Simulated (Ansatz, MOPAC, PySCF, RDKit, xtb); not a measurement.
Pair of molecules: NH3 (SMILES N) (first 4 atoms) with C3H6 (SMILES C=CC); geometry from B3LYP-D3(BJ)/def2-TZVP, rigid monomers moved along the line of their centres of mass till H4···C6 is 2.37 Å.
(charge 0, multiplicity 1):
```xyz
13

N     -0.211    -0.209     0.537
H     -0.712    -0.855    -0.062
H      0.738    -0.148     0.187
H     -0.165    -0.623     1.462
C      0.116    -1.048     3.977
C     -0.529     0.079     3.699
C      0.116     1.394     3.400
H      1.199    -1.085     4.019
H     -0.413    -1.971     4.181
H     -1.615     0.066     3.669
H     -0.232     2.166     4.092
H      1.203     1.332     3.474
H     -0.144     1.723     2.391
```

Interaction energies are E(AB) − E(A) − E(B) at the monomers' geometry in the complex; basis-set methods are counterpoise corrected. Rows marked so take none. RDKit's UFF carries no charges.

Cores are frozen in the correlated methods. Rows in 6-31G* carry no dispersion term and start afresh at each structure (6-31G* with six Cartesian d functions). The state that PM3 reach isn't checked.

Programs: Ansatz (Gaussian basis) for Hartree–Fock, density functionals and correlated methods; MOPAC for PM3 (differences of heats of formation); PySCF for 6-31G* rows, the dispersion terms; RDKit for the force fields; xtb for the GFN methods. Each number belongs to the level named beside it.

```tsv
level	interaction energy (kcal/mol)
UFF	3.64
PM3	0.25
GFN1-xTB	-1.42
HF/6-31G* (no counterpoise)	0.34
HF/aug-cc-pVDZ	1.87
PBE-D3(BJ)/def2-TZVPPD	-2.01
PBE0-D3(BJ)/def2-TZVPPD	-1.90
M06-2X/6-31G* (no counterpoise)	-3.34
CCSD(T)/aug-cc-pVDZ	___
```

Task: What belongs in the gaps?

Result: 
- CCSD(T)/aug-cc-pVDZ, interaction energy (kcal/mol): -0.82

Ansatz is a first-principles code.
